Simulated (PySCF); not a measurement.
Ti(Cl)2(OH)2 (Cl2H2O2Ti), SMILES [Cl][Ti]([Cl])([OH])[OH], multiplicity 1.

The structure is a stationary point at ωB97X-D3(BJ)/def2-SVP. A frequency run showed that this geometry is not a minimum. The multiplicity is an assumed one; no other spin state was optimised. The structure was generated by enumeration; whether it is a known compound was not checked. The values are those of a single conformer.

Calculation: TDDFT-PBE0/def2-SVPD run with PySCF.

Vertical excitations.  State labels are in the subgroup Cs.

| state | symmetry | energy (eV) | λ (nm) | f | main pairs |
|---|---|---|---|---|---|
| S1 | A" | 4.84 | 256 | 0.000 | HOMO−1→LUMO 100 % |
| S2 | A" | 4.94 | 251 | 0.000 | HOMO→LUMO+1 77 %, HOMO−2→LUMO 23 % |
| S3 | A' | 4.95 | 251 | 0.020 | HOMO→LUMO 78 %, HOMO−2→LUMO+1 19 % |
| S4 | A" | 5.07 | 245 | 0.003 | HOMO−2→LUMO 76 %, HOMO→LUMO+1 22 % |
| S5 | A' | 5.19 | 239 | 0.010 | HOMO−1→LUMO+1 84 % |
| S6 | A' | 5.38 | 231 | 0.031 | HOMO−2→LUMO+1 65 %, HOMO→LUMO+2 18 %, HOMO→LUMO 11 % |
| S7 | A' | 5.53 | 224 | 0.011 | HOMO→LUMO+2 54 %, HOMO→LUMO+3 25 % |
| S8 | A' | 5.55 | 224 | 0.008 | HOMO→LUMO+3 56 %, HOMO→LUMO+2 24 %, HOMO−3→LUMO 10 % |
| S9 | A" | 5.60 | 222 | 0.000 | HOMO−1→LUMO+2 97 % |
| S10 | A" | 5.64 | 220 | 0.001 | HOMO−1→LUMO+3 90 % |
| T1 | A' | 4.51 | 275 | 0 | HOMO→LUMO 97 % |
| T2 | A" | 4.73 | 262 | 0 | HOMO−1→LUMO 98 % |
| T3 | A" | 4.80 | 258 | 0 | HOMO→LUMO+1 63 %, HOMO−2→LUMO 33 % |
| T4 | A' | 4.83 | 257 | 0 | HOMO−1→LUMO+1 92 % |
Triplets are in the Tamm–Dancoff approximation, which puts them higher than full response would, so one can lie above its singlet here.
